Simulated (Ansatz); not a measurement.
F3HOTi (`[OH][Ti]([F])([F])[F]`), relaxed with RKS PBE0-D4/def2-TZVP in Ansatz 0.2.0 from a PBE-D4/def2-SVP geometry. The force threshold is 0.005 eV/Å; the program also tests the step.

Total charge 0; spin multiplicity 1.

Start:

```xyz
6

O     1.089   -0.778    0.242
Ti   -0.375    0.130   -0.175
F    -1.257   -0.746   -1.411
F    -1.368    0.338    1.255
F     0.063    1.727   -0.750
H     1.849   -0.671    0.840
```

**Question.** How much energy does the relaxation release, and in how many steps? (Best estimate.)

**Answer.** Computed: 0.78 kJ/mol, in 5 steps, 1 of them rejected.

**Question.** Which bonds change most? (Estimate.)

**Answer.** Computed: O1–H6 from 0.973 to 0.957 Å; O1–Ti2 from 1.772 to 1.762 Å; Ti2–F4 from 1.753 to 1.750 Å; Ti2–F5 from 1.753 to 1.750 Å.

**Question.** Give the relaxed structure. (Best estimate.)

**Answer.** Computed: 
```xyz
6

O     1.087   -0.746    0.260
Ti   -0.374    0.139   -0.169
F    -1.240   -0.750   -1.402
F    -1.382    0.342    1.248
F     0.048    1.732   -0.759
H     1.862   -0.716    0.822
```
